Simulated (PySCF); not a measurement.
## State search for ZnN⁺

Unrestricted PBE0; basis Zn def2-TZVPPD, N def2-TZVPPD; no relativity; PySCF 2.14. Outer shells of the fragments: Zn+ 3d10 4s1; N 2s2 2p3.

Followed along the bond (rough minima from three points):

| 2Ms+1 | unpaired | ⟨S²⟩ at the start | R at minimum (Å) | Te (eV) |
| --- | --- | --- | --- | --- |
| 3 | π ↑↑ | 2.19 | 1.97 | 0.00 |
| 1 | π ↑↓ | 1.00 | 1.92 | 0.68 |
| 5 | σ ↑↑, π ↑↑ | 6.00 | none in the scan | ≤ 1.37 |

Solutions found at the starting distance of 1.945 Å, counted from the lowest of them; the search is not exhaustive and high or unbound solutions are not listed, so other states can lie among these:

```csv
2Ms+1,unpaired,term,E (eV),⟨S²⟩,⟨Lz²⟩,μ (D)
3,π ↑↑,³Σ⁻,0.00,2.19,0.00,-2.42
1,π ↑↓,mixed,0.68,1.00,2.01,-2.99
5,"σ ↑↑, π ↑↑",⁵Σ⁻,1.66,6.00,0.00,1.44
1,none,mixed,2.47,0.00,2.00,-3.15
3,"σ ↑, π ↑",³Π,2.67,2.01,1.01,-4.31
3,"σ ↑↑, π ↑↓",mixed,2.89,3.01,2.01,1.35
```

A term symbol is given only where ⟨S²⟩ and ⟨Lz²⟩ are close to those of a pure state; real π, δ and φ orbitals otherwise mix terms. A positive dipole points towards N; it is taken about the centre of mass and depends on that origin.
